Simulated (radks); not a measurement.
Coulomb parameter of the 4f shell of the europium ion Eu3+ in the model configuration [Xe] 4f5 5d1, as a second difference U = [E(n + 0.25) + E(n - 0.25) - 2 E(n)] / (0.25)^2 with all orbitals relaxed. "Bare": the charge of the atom changes with n. "Screened": the 5d shell takes up the change at fixed total charge, which measures U(4f,4f) + U(5d,5d) - 2 U(4f,5d). Method: scalar-relativistic Kohn-Sham, SCAN, spin-unpolarised, spherical densities, finite nucleus; meta-GGA in the generalised Kohn-Sham scheme; Fermi nuclear charge, rms radius 5.1115 fm; computed with a radial shooting solver on a logarithmic mesh with Libxc functionals.

[
 {"case": "start", "configuration": "[Xe] 4f5 5d1", "E - E(n) (eV)": "0.000"},
 {"case": "bare +0.25", "configuration": "[Xe] 4f5.25 5d1", "E - E(n) (eV)": "-9.354"},
 {"case": "bare -0.25", "configuration": "[Xe] 4f4.75 5d1", "E - E(n) (eV)": "10.578"},
 {"case": "screened +0.25", "configuration": "[Xe] 4f5.25 5d0.75", "E - E(n) (eV)": "-3.288"},
 {"case": "screened -0.25", "configuration": "[Xe] 4f4.75 5d1.25", "E - E(n) (eV)": "3.628"}
]

U(bare) = 19.583 eV, U(screened by 5d) = 5.451 eV, against the Slater integral F0(4f,4f) = 30.268 eV with frozen orbitals.
